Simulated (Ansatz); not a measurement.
Calculated with Ansatz (gas phase, PBE0-D4/def2-TZVP geometries, no zero-point term in ΔE). CBS: MP2 limit from def2 TZ/QZ plus the TZ coupled-cluster correction, frozen cores. Functionals use def2-TZVPP. For Ge outer-core shells are correlated without core-valence functions, which leaves a few kJ/mol of doubt a bond. Scalar relativity is left out up to krypton. Each species was taken in one conformer, which may not be the lowest.

Reaction (formal exchange of groups at a B–Ge bond): `[SiH3][GeH]([Cl])[BH]Cl` + `CCNC` → `CNBCl` + `C[CH2][GeH]([SiH3])[Cl]`

`[SiH3][GeH]([Cl])[BH]Cl`:

```xyz
10

Si   -0.199   -1.596   -0.793
Ge   -0.638    0.533    0.198
Cl   -1.205    1.834   -1.448
B     0.987    1.333    1.179
Cl    1.861    2.669    0.523
H    -1.407   -2.056   -1.522
H     0.942   -1.462   -1.733
H     0.150   -2.574    0.272
H    -1.871    0.457    1.120
H     1.380    0.863    2.204
```

`CCNC`:

```xyz
13

C     0.460   -0.059   -1.803
C    -0.075    0.438   -0.477
N    -0.051   -0.609    0.522
C    -0.496   -0.164    1.822
H    -0.115   -0.919   -2.151
H     0.412    0.724   -2.562
H     1.507   -0.367   -1.713
H    -1.115    0.761   -0.596
H     0.489    1.334   -0.159
H     0.886   -0.987    0.590
H    -0.402   -0.975    2.546
H     0.053    0.711    2.210
H    -1.554    0.111    1.771
```

`CNBCl`:

```xyz
9

C    -0.640    0.398    0.930
N     0.067    0.350   -0.329
B     0.714   -0.752   -0.855
Cl    1.531   -0.622   -2.420
H    -0.199    1.135    1.607
H    -1.694    0.651    0.786
H    -0.586   -0.580    1.408
H     0.072    1.214   -0.849
H     0.735   -1.794   -0.277
```

`C[CH2][GeH]([SiH3])[Cl]`:

Z-matrix (Å, degrees):
```
C
C 1 1.520
H 1 1.092 2 111.2
H 1 1.093 2 111.1 3 -119.9
H 1 1.093 2 111.7 3 120.1
Ge 2 1.957 1 113.4 3 -58.3
H 2 1.095 1 111.4 3 -179.0
H 2 1.093 1 111.2 3 61.9
Cl 6 2.180 2 106.3 1 61.3
Si 6 2.385 2 115.0 1 -54.6
H 6 1.542 2 111.3 1 175.4
H 10 1.488 6 109.8 2 -63.3
H 10 1.485 6 109.6 2 176.7
H 10 1.485 6 109.4 2 56.4
```

CCSD(T)/CBS gives -203.4 kJ/mol.

Task: Another level gave -212.3 kJ/mol. Which?
A. MP2/def2-TZVPP
B. ωB97X-V/def2-TZVPP
C. PBE/def2-TZVPP
D. B2PLYP/def2-TZVPP

Result: A. MP2/def2-TZVPP -212.3, ωB97X-V -200.8, B2PLYP -205.4, PBE -195.3 kJ/mol.

Largest T1 diagnostic among the species: 0.012.

From PBE to PBE0 (25 % exact exchange), in def2-TZVPP and without D4, ΔE moves by −3.5 kJ/mol.
